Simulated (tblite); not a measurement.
CH2Cl, doublet, at a GFN2-xTB geometry; GFN1-xTB run with tblite.

The tblite input:
```
$ tblite run mol.xyz --method gfn1 --charge 0 --spin 1 --spin-polarized --json tblite.json --no-restart

# file mol.xyz
4

C     -1.09862696     0.00303740    -0.02301348
Cl     0.57686873    -0.00159488     0.01208396
H     -1.60478493     0.94530203    -0.03926969
H     -1.61022182    -0.93641342    -0.02807665
```

Task: What does tblite print? Leave out banner, timings and long lists.

Result: 
```
xTB calculator
 | screened Coulomb repulsion
 | Coulomb electrostatics
 |  * isotropic Klopman-Ohno-Mataga-Nishimoto electrostatics
 |  * onsite third-order electrostatics
 | DFT-D3(BJ) dispersion correction
 | Interactions (1)
 | [1] spin polarization

halogen bonding energy    0.0000000000000E+00 Eh
repulsion energy          5.1140096479700E-02 Eh
dispersion energy        -6.4428251006344E-04 Eh
interaction energy        0.0000000000000E+00 Eh
number of electrons       1.3000000000000E+01 e
integral cutoff           1.9731147476801E+01 bohr

------------------------------------------------------------
  cycle        total energy    energy error   density error
------------------------------------------------------------
      1     -7.361224953780  -7.4117208E+00   3.7617855E-01
      2     -7.362597610372  -1.3726566E-03   2.3128261E-01
      3     -7.363363081339  -7.6547097E-04   1.9661919E-02
      4     -7.363398250521  -3.5169183E-05   1.4729124E-02
      5     -7.363437707778  -3.9457257E-05   6.4641201E-04
      6     -7.363437927473  -2.1969475E-07   1.3652888E-04
      7     -7.363437931498  -4.0252726E-09   5.5725049E-05
      8     -7.363437931715  -2.1703705E-10   3.6076470E-06
------------------------------------------------------------

electronic energy        -7.4139337456851E+00 Eh
total energy             -7.3634379317155E+00 Eh

Post processing:
 | Mayer-Wiberg bond orders

[Info] JSON dump of results written to 'tblite.json'
```
